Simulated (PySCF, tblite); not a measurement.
Isomers of C7H13NSi, one GFN2-xTB conformer each. Single-point energies are computed at PBE0/pcSseg-1 (PySCF, gas phase, no added dispersion term), electronic only.

```tsv
SMILES	GFN2-xTB relative energy (kcal/mol)
CC#C[C@@H]1C[Si@H]1N(C)C	27.9
C#C[C@@H]1C[Si@H](N)C[C@@H]1C	0.0
C#CCC(C)(C)[SiH2]N=C	20.7
C=C(C)/C=N\[SiH2]C(=C)C	6.7
```

Conformers: `[CH3:1][C:2]#[C:3][C@@H:4]1[CH2:5][Si@H:6]1[N:7]([CH3:8])[CH3:9]` with C5–Si6–N7–C8 137°; `[CH:1]#[C:2][C@@H:3]1[CH2:4][Si@H:5]([NH2:6])[CH2:7][C@@H:8]1[CH3:9]` with C4–Si5–N6–H 61° and -164°, C2–C3–C4–Si5 -163°, C3–C4–Si5–N6 127°, C4–Si5–C7–C8 14°, Si5–C7–C8–C9 84°; `[CH:1]#[C:2][CH2:3][C:4]([CH3:5])([CH3:6])[SiH2:7][N:8]=[CH2:9]` with C2–C3–C4–C5 -60°, C3–C4–Si7–N8 -53°, C4–Si7–N8–C9 -118°; `[CH2:1]=[C:2]([CH3:3])/[CH:4]=[N:5]\[SiH2:6][C:7](=[CH2:8])[CH3:9]` with C1–C2–C4–N5 -32°, C4–N5–Si6–C7 99°, N5–Si6–C7–C8 -20°.

Problem. What does PBE0/pcSseg-1 give for the same structures?

Solution. 
```
                       SMILES  PBE0/pcSseg-1 E (Eh)  PBE0/pcSseg-1 (kcal/mol)  GFN2-xTB (kcal/mol)  point group
C#C[C@@H]1C[Si@H](N)C[C@@H]1C            -618.21239                       0.0                  0.0           C1
      C=C(C)/C=N\[SiH2]C(=C)C            -618.18836                      15.1                  6.7           C1
         C#CCC(C)(C)[SiH2]N=C            -618.15483                      36.1                 20.7           C1
     CC#C[C@@H]1C[Si@H]1N(C)C            -618.14965                      39.4                 27.9           C1
```

Both levels put the same isomer lowest; measured from each level's own lowest isomer, the values differ by up to 15.4 kcal/mol (C#CCC(C)(C)[SiH2]N=C: 20.7 against 36.1). As drawn, the lowest has an N–H bond, which the highest lacks; the highest has a three-membered ring, which the lowest lacks.

Problem. Which frontier levels, dipoles and rotational constants go with these structures?

Solution. 
| SMILES | HOMO (eV, PBE0/pcSseg-1) | LUMO (eV) | dipole (D) | A, B, C (MHz) |
| --- | --- | --- | --- | --- |
| C#C[C@@H]1C[Si@H](N)C[C@@H]1C | -7.26 | 0.92 | 1.90 | 2496, 938.5, 851.0 |
| C=C(C)/C=N\[SiH2]C(=C)C | -6.72 | -1.47 | 2.06 | 3001, 680.2, 639.6 |
| C#CCC(C)(C)[SiH2]N=C | -7.04 | -0.91 | 1.85 | 2357, 820.3, 728.9 |
| CC#C[C@@H]1C[Si@H]1N(C)C | -6.02 | 0.51 | 1.64 | 3729, 560.8, 521.8 |

Problem. What happens when harmonic zero-point energies from GFN2-xTB frequencies are added?

Solution. 
```
                       SMILES  ZPE (kcal/mol)  electronic (kcal/mol)  with ZPE (kcal/mol)
C#C[C@@H]1C[Si@H](N)C[C@@H]1C           113.8                    0.0                  0.0
      C=C(C)/C=N\[SiH2]C(=C)C           110.1                   15.1                 11.3
         C#CCC(C)(C)[SiH2]N=C           109.9                   36.1                 32.2
     CC#C[C@@H]1C[Si@H]1N(C)C           112.1                   39.4                 37.7
```

The zero-point energies span 3.9 kcal/mol. The order is unchanged.
